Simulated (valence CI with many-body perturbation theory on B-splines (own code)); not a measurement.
## Yb LXVI: magnetic and hyperfine properties of the levels

Calculated by relativistic CI+MBPT: three valence electrons over a frozen Dirac-Fock core [He], radial functions for each j: 11 s, 11 p, 10 d, 8 f, 5 g, 2 h, with the one-electron correlation potential Σ1 (screened to all orders), the two-electron term Σ2, the three-electron term Σ3, Breit, model QED; selected single and double excitations, second order for the rest, scaled by the run's own slope (own B-spline code, finite nucleus).

The last digits are not significant, and no measured levels were compared; by estimate large intervals hold to a few tenths of a per cent, small ones and those within an open d or f shell to about a per cent.

A/g_I is the dipole constant over the nuclear g factor μ/I (μ in nuclear magnetons, uniformly magnetised nucleus), B/Q the quadrupole constant per barn. Both hold the static response of the core; the bare values leave it out. Large factors of s and p1/2 electrons are usually good to 5 to 10 %; those of open d and f shells near neutrality can be off by tens of per cent, and small factors of p3/2, d and f electrons come from cancelling terms and can be off by a factor of two or in sign, in half-filled shells by more. B is blank for J = 1/2, where it vanishes, and for nearly pure S terms. Energies count from the lowest level.

Levels are named by their leading jj configuration (3d3/2^4 stands for four electrons in 3d with j = 3/2), which in mixed levels can hold well under half, so a name can repeat and another be missing. Letters in brackets count levels of one name in rising energy.

| Level | E (× 10³ cm⁻¹) | g | A/g_I (MHz) | A/g_I bare | B/Q (MHz/b) | B/Q bare |
| --- | --- | --- | --- | --- | --- | --- |
| (2s^2 2p1/2) J=1/2 | 0.00 | 0.621 | 5950000 | 5920000 |  |  |
| (2s 2p1/2^2) J=1/2 | 1989.1 | 2.046 | 1.80e+07 | 1.78e+07 |  |  |
| (2s^2 2p3/2) J=3/2 | 9163.9 | 1.301 | 715000 | 730000 | 1400000 | 1410000 |
| (2s 2p1/2 2p3/2) J=3/2 [a] | 10560 | 1.624 | 4380000 | 4350000 | 1100000 | 1110000 |
| (2s 2p1/2 2p3/2) J=5/2 | 10878 | 1.313 | 5240000 | 5210000 | 1190000 | 1190000 |
| (2s 2p1/2 2p3/2) J=1/2 | 11420 | 1.264 | -6730000 | -6620000 |  |  |
| (2s 2p1/2 2p3/2) J=3/2 [b] | 11437 | 0.974 | 40200 | 74100 | 728000 | 729000 |
| (2p1/2^2 2p3/2) J=3/2 | 13509 | 1.318 | 664000 | 696000 | 1350000 | 1350000 |
| (2s 2p3/2^2) J=5/2 | 19868 | 1.417 | 4220000 | 4200000 | 207000 | 207000 |
| (2s 2p3/2^2) J=1/2 | 20690 | 1.916 | 1.83e+07 | 1.80e+07 |  |  |
| (2s 2p3/2^2) J=3/2 | 20696 | 1.171 | -2800000 | -2730000 | -159000 | -159000 |
| (2p1/2 2p3/2^2) J=3/2 | 22304 | 1.435 | -377000 | -331000 | 81100 | 81200 |
| (2p1/2 2p3/2^2) J=5/2 | 22485 | 1.165 | 1740000 | 1750000 | -4230 | -4230 |
| (2p1/2 2p3/2^2) J=1/2 | 22916 | 0.621 | 5970000 | 5930000 |  |  |
| (2p3/2^3) J=3/2 | 31798 | 1.287 | 693000 | 722000 | -1430000 | -1440000 |
| (2s^2 3s) J=1/2 | 75327 | 1.984 | 5380000 | 5330000 |  |  |
| (2s^2 3p1/2) J=1/2 | 75990 | 0.661 | 1790000 | 1780000 |  |  |
| (2s 2p1/2 3s) J=1/2 [a] | 76656 | 2.352 | 1.03e+07 | 1.02e+07 |  |  |
| (2s 2p1/2 3s) J=3/2 | 76869 | 1.535 | 9820000 | 9730000 | -118000 | -118000 |
| (2s 2p1/2 3s) J=1/2 [b] | 77100 | 0.705 | 9370000 | 9300000 |  |  |
| (2s 2p1/2 3p1/2) J=1/2 [a] | 77216 | 0.264 | -1060000 | -1030000 |  |  |
| (2s 2p1/2 3p1/2) J=3/2 | 77435 | 1.091 | 8670000 | 8590000 | -117000 | -118000 |
| (2s 2p1/2 3p1/2) J=1/2 [b] | 77771 | 1.921 | 1.84e+07 | 1.82e+07 |  |  |
| (2s^2 3p3/2) J=3/2 | 78699 | 1.322 | 252000 | 257000 | 423000 | 424000 |
| (2p1/2^2 3s) J=1/2 | 79048 | 1.966 | 4850000 | 4800000 |  |  |
| (2s^2 3d3/2) J=3/2 | 79147 | 0.787 | 146000 | 146000 | 79600 | 80200 |
| (2p1/2^2 3p1/2) J=1/2 | 79581 | 0.643 | 1660000 | 1650000 |  |  |
| (2s^2 3d5/2) J=5/2 | 79874 | 1.191 | 231000 | 230000 | 115000 | 116000 |
| (2s 2p1/2 3p3/2) J=3/2 [a] | 80014 | 1.390 | 858000 | 856000 | 419000 | 419000 |
| (2s 2p1/2 3p3/2) J=5/2 | 80269 | 1.313 | 4790000 | 4750000 | 290000 | 290000 |
| (2s 2p1/2 3p3/2) J=3/2 [b] | 80289 | 1.243 | 2740000 | 2720000 | 180000 | 180000 |
| (2s 2p1/2 3p3/2) J=1/2 | 80335 | 1.343 | -7330000 | -7240000 |  |  |
| (2s 2p1/2 3d3/2) J=3/2 [a] | 80367 | 0.569 | -1550000 | -1530000 | 85900 | 86500 |
| (2s 2p1/2 3d3/2) J=5/2 | 80606 | 1.007 | 4840000 | 4800000 | -26900 | -26400 |
| (2s 2p1/2 3d3/2) J=3/2 [b] | 80749 | 1.165 | 4880000 | 4820000 | 98500 | 98700 |
| (2s 2p1/2 3d3/2) J=1/2 | 80784 | 0.434 | -7720000 | -7650000 |  |  |
| (2s 2p1/2 3d5/2) J=5/2 [a] | 81190 | 1.304 | 1190000 | 1170000 | 92700 | 93500 |
| (2s 2p1/2 3d5/2) J=7/2 | 81415 | 1.224 | 3510000 | 3470000 | -34800 | -34200 |
| (2s 2p1/2 3d5/2) J=5/2 [b] | 81508 | 1.072 | 386000 | 386000 | 178000 | 178000 |
| (2s 2p1/2 3d5/2) J=3/2 | 81513 | 1.111 | -4560000 | -4520000 | 42100 | 42500 |

(1) Take the isotope of mass number 171, with I = 1/2, μ = 0.4923 μN. What is the hyperfine structure of (2s^2 2p3/2) J=3/2?

Results:

(1) From the table A = 704000 MHz. Shifts from the centre of gravity in MHz: F = 1: -880000, F = 2: 528000.
